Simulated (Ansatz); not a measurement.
CH3N, SMILES `[CH]N` (lower singlet) (charge 0, multiplicity 1). This singlet lies 1.52 eV below the relaxed triplet at the level frozen-core CCSD(T)/cc-pVTZ // PBE0-D3(BJ)/def2-TZVP (Ansatz, a first-principles code).

Cartesian coordinates (Å):
```xyz
5

C      0.7996    -0.5313     0.0425
N     -0.4105    -0.0530    -0.0019
H      1.4808     0.3412    -0.0026
H     -0.6713     0.9297    -0.0652
H     -1.1986    -0.6866     0.0271
```
Charge 0, multiplicity 1.

Give the natural occupations of the active orbitals, the CASSCF energy and the corrected energy for frozen-core fic-MRCISD+Q@CASSCF(2e,2o)/cc-pVTZ // PBE0-D3(BJ)/def2-TZVP in Ansatz.


```
Property                      Result
-----------------------  -----------
natural occupations       1.97, 0.03
CASSCF energy            -94.0365 Ha
corrected energy         -94.4084 Ha
weight of the reference        0.908
```
